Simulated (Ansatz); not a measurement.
Consider the cleavage of the B–Sn bond: `[BH2][SnH2][AlH][CH3]` + `N=CCl` → `B/N=C\Cl` + `[CH3][AlH][SnH3]`.

Isolated molecules relaxed with PBE0-D4/def2-TZVP in Ansatz; ΔE leaves out vibrations. CCSD(T)/CBS is the MP2 limit (def2-TZVPP, def2-QZVPP) plus CCSD(T) − MP2 in def2-TZVPP, frozen cores. This one scheme is used for every species. Functionals use def2-TZVPP. B3LYP here is the variant with VWN-RPA as its local correlation; programs differ in this. Elements past krypton have def2 core potentials. For Sn outer-core shells are correlated without core-valence functions, which leaves a few kJ/mol of doubt a bond. One conformer a species, not always the lowest.

```tsv
level	ΔE (kJ/mol)	difference from CCSD(T)/CBS
LDA (SPW92)	-155.0	-36.4
revPBE-D4	-134.8	-16.2
PBE0-D4	-132.4	-13.8
B3LYP-D4	-140.5	-21.9
r2SCAN0-D4	-133.6	-15.0
BHLYP-D4	-134.4	-15.8
ωB97X-V	-127.7	-9.1
PBE-QIDH	-126.5	-7.9
BLYP	-144.8	-26.2
r2SCAN0	-133.8	-15.2
RPA@PBE/def2-TZVPP	-115.1	3.5
HF/def2-SVP	-135.0	-16.4
HF/def2-TZVPP	-123.4	-4.8
SCS-MP2/def2-TZVPP	-122.9	-4.3
MP2/def2-QZVPP	-122.2	-3.6
MP2/CBS(def2)	-121.1	-2.5
CCSD(T)/CBS	-118.6	0
```

Largest T1 diagnostic among the species: 0.014.

From r2SCAN to r2SCAN0 (25 % exact exchange), in def2-TZVPP and without D4, ΔE moves by +4.2 kJ/mol. At CCSD(T), def2-SVP lies −21.5 kJ/mol from the extrapolated value and def2-TZVPP −2.7 kJ/mol.

CCSD(T)/CBS has its own doubt, a few kJ/mol and more with outer-core shells, so smaller differences from it don't rank the levels.
